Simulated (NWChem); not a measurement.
The numbers come from NWChem runs, not from measurements. System: CBr, charge 0, spin multiplicity 2, at a geometry optimised with UPBE0/def2-SVP. The structure started from a generated list of species. Its SCF solution wasn't tested for a lower state. Level: G0W0@UHF/def2-TZVPD, RI basis def2-tzvpd-rifit.

Input file:

```
start mol
memory heap 200 mb stack 700 mb global 1700 mb
geometry units angstroms nocenter noautoz
  C      0.000000     0.000000     1.550582
  Br     0.000000     0.000000    -0.265814
  symmetry group C2v
end
basis spherical
  * library def2-tzvpd
end
basis "ri basis" bse spherical
  * library def2-tzvpd-rifit
end
dft
  xc hfexch
  odft
  mult 2
  iterations 100
  direct
  tolerances tight
end
task dft energy
gw
  states alpha occ 4 vir 2
  states beta occ 4 vir 2
end
task dft gw
```

Part of the output:

```
             Northwest Computational Chemistry Package (NWChem) 7.3.0
             --------------------------------------------------------

                                NWChem Input Module
                                -------------------

 Scaling coordinates for geometry "geometry" by  1.889725989
 (inverse scale =  0.529177249)

 Turning off AUTOSYM since
 SYMMETRY directive was detected!

                             Geometry "geometry" -> ""
                             -------------------------

 Output coordinates in angstroms (scale by  1.889725989 to convert to a.u.)

  No.       Tag          Charge          X              Y              Z
 ---- ---------------- ---------- -------------- -------------- --------------
    1 C                    6.0000     0.00000000     0.00000000     1.55058200
    2 Br                  35.0000     0.00000000     0.00000000    -0.26581400

 Effective nuclear repulsion energy (a.u.)      61.1800633177

            Nuclear Dipole moment (a.u.)
            ----------------------------
        X                 Y               Z
 ---------------- ---------------- ----------------
     0.0000000000     0.0000000000     0.0000037795

      Symmetry information
      --------------------

 Group name             C2v
 Group number             16
 Group order               4
 No. of unique centers     2

      Symmetry unique atoms

     1    2


 Summary of "ao basis" -> "" (spherical)
 ------------------------------------------------------------------------------
       Tag                 Description            Shells   Functions and Types
 ---------------- ------------------------------  ------  ---------------------
 *                         def2-tzvpd                 on all atoms

 new library libraries.bse/

 Summary of "ri basis" -> "" (spherical)
 ------------------------------------------------------------------------------
       Tag                 Description            Shells   Functions and Types
 ---------------- ------------------------------  ------  ---------------------
 *                      def2-tzvpd-rifit              on all atoms

  xc_inp: hfexch multiplicative factor not found.

                                 NWChem DFT Module
                                 -----------------

 Summary of "ao basis" -> "ao basis" (spherical)
 ------------------------------------------------------------------------------
       Tag                 Description            Shells   Functions and Types
 ---------------- ------------------------------  ------  ---------------------
 C                         def2-tzvpd               13       37   6s3p3d1f
 Br                        def2-tzvpd               19       57   7s6p5d1f

 Summary of "ao basis" -> "ao basis" (spherical)
 ------------------------------------------------------------------------------
       Tag                 Description            Shells   Functions and Types
 ---------------- ------------------------------  ------  ---------------------
 C                         def2-tzvpd               13       37   6s3p3d1f
 Br                        def2-tzvpd               19       57   7s6p5d1f

      Symmetry analysis of basis
      --------------------------

        a1         42
        a2         10
        b1         21
        b2         21

            General Information
            -------------------
          SCF calculation type: DFT
          Wavefunction type:  spin polarized.
          No. of atoms     :     2
[...]
    beta     26     21     22     24     23     25     27     28     29     30
 overlap   0.703  0.993  0.999  0.994  0.900  0.997  0.988  0.987  1.000  0.999

   alpha     31     32     33     34     35     36     37     38     39     40
    beta     32     31     33     35     34     36     37     38     40     39
 overlap   0.898  0.998  0.977  0.978  0.999  0.976  1.000  0.995  0.965  0.999

   alpha     41     42     43     44     45     46     47     48     49     50
    beta     41     42     46     43     44     45     47     49     48     50
 overlap   0.997  0.997  0.915  1.000  0.999  0.999  1.000  0.958  1.000  0.998

   alpha     51     52     53     54     55     56     57     58     59     60
    beta     52     51     54     53     55     56     58     59     57     61
 overlap   1.000  0.985  0.999  1.000  0.987  1.000  0.905  0.792  0.998  0.809

   alpha     61     62     63     64     65     66     67     68     69     70
    beta     60     62     68     63     64     65     66     67     69     70
 overlap   0.999  0.981  0.901  0.998  1.000  0.997  0.999  0.999  1.000  1.000

   alpha     71     72     73     74     75     76     77     78     79     80
    beta     71     73     72     74     75     77     76     79     78     81
 overlap   1.000  0.996  1.000  1.000  0.999  1.000  1.000  0.999  1.000  0.998

   alpha     81     82     83     84     85     86     87     88     89     90
    beta     80     83     82     84     85     86     87     88     89     90
 overlap   1.000  1.000  0.987  0.987  1.000  0.999  1.000  1.000  1.000  1.000

   alpha     91     92     93     94
    beta     91     92     93     94
 overlap   1.000  1.000  1.000  1.000

     --------------------------
     Expectation value of S2:
     --------------------------
      <S2> =      0.7655 (Exact =     0.7500)

 center of mass
 --------------
 x =   0.00000000 y =   0.00000000 z =  -0.05419272

 moments of inertia (a.u.)
 ------------------
         122.925778604489           0.000000000000           0.000000000000
           0.000000000000         122.925778604489           0.000000000000
           0.000000000000           0.000000000000           0.000000000000

     Multipole analysis of the density
     ---------------------------------

     L   x y z        total         alpha         beta         nuclear
     -   - - -        -----         -----         ----         -------
     0   0 0 0     -0.000000    -21.000000    -20.000000     41.000000

     1   1 0 0     -0.000000      0.000000     -0.000000      0.000000
     1   0 1 0      0.000000      0.000000      0.000000      0.000000
     1   0 0 1     -0.412144     -1.486846      1.074698      0.000004

     2   2 0 0    -18.680276    -10.409681     -8.270595      0.000000
     2   1 1 0     -0.000000     -0.000000     -0.000000      0.000000
     2   1 0 1      0.000000      0.000000      0.000000      0.000000
     2   0 2 0    -17.311661     -8.899306     -8.412355      0.000000
     2   0 1 1     -0.000000     -0.000000     -0.000000      0.000000
     2   0 0 2    -19.560286    -44.122173    -35.784904     60.346791

 Task  times  cpu:       19.5s     wall:       19.5s

                                NWChem Input Module
                                -------------------

                                 NWChem GW Module
                                 ----------------

                             ***********************
                             ***        GW       ***
                             ***********************

 Summary of "ri basis" -> "ri basis" (spherical)
 ------------------------------------------------------------------------------
       Tag                 Description            Shells   Functions and Types
 ---------------- ------------------------------  ------  ---------------------
 C                      def2-tzvpd-rifit            26       92   9s7p5d4f1g
 Br                     def2-tzvpd-rifit            41      175   11s10p9d6f4g1h

                 Memory Information
                 ------------------
          Available GA per process is          1699.9 MBs
          Available stack per process is        700.0 MBs
          Available heap per process is         199.8 MBs

          Peak memory in Initialization
              Peak GA per process is                  9.2 MBs
              Peak stack per process is               0.1 MBs
              Peak heap per process is                9.5 MBs
              Memory not in MA per process            0.0 MBs

          Peak memory in AFF Calculation
              Peak GA per process is                 83.8 MBs
              Peak stack per process is              69.3 MBs
              Peak heap per process is                0.0 MBs
              Memory not in MA per process           69.3 MBs

          Computing 2-center integrals
          Computing Inverse Cholesky factor
          Computing 3-center integrals
          Computing V_xc ...
          Computing Sigma_x
          Computing RPA polarizability
          Solving quasiparticle equations

                  Alpha Orbitals
          State     Energy (eV)     Error (eV)
          -----------------------------------
@GW        18        -13.690           0.002
@GW        19        -12.840           0.005
@GW        20        -12.836           0.002
@GW        21         -9.721           0.004
@GW        22         -0.769           0.003
@GW        23          1.269           0.003

                   Beta Orbitals
          State     Energy (eV)     Error (eV)
          -----------------------------------
@GW        17        -18.575           0.002
@GW        18        -12.802           0.003
@GW        19        -12.432           0.004
@GW        20        -12.121           0.003
@GW        21         -0.206           0.003
@GW        22          1.313           0.003

   Applying   0.5699 eV scissor-shift to rest of particle states

   Applying  -1.3987 eV scissor-shift to rest of hole states

   Applying   0.1164 eV scissor-shift to rest of particle states

   Applying  -1.3622 eV scissor-shift to rest of hole states

     GW Timing Statistics
   ------------------------
   Init.   :          0.1s
     ERIs  :          0.6s
     Distr.:          0.0s
     Vxc   :          1.4s
   Sigma_x :          0.0s
   RPA     :          8.9s
   Wmn     :          0.1s
   Sigma_c :          0.1s
   GW total:         11.2s

 Task  times  cpu:       11.2s     wall:       11.2s

 Total times  cpu:       30.7s     wall:       30.7s
```
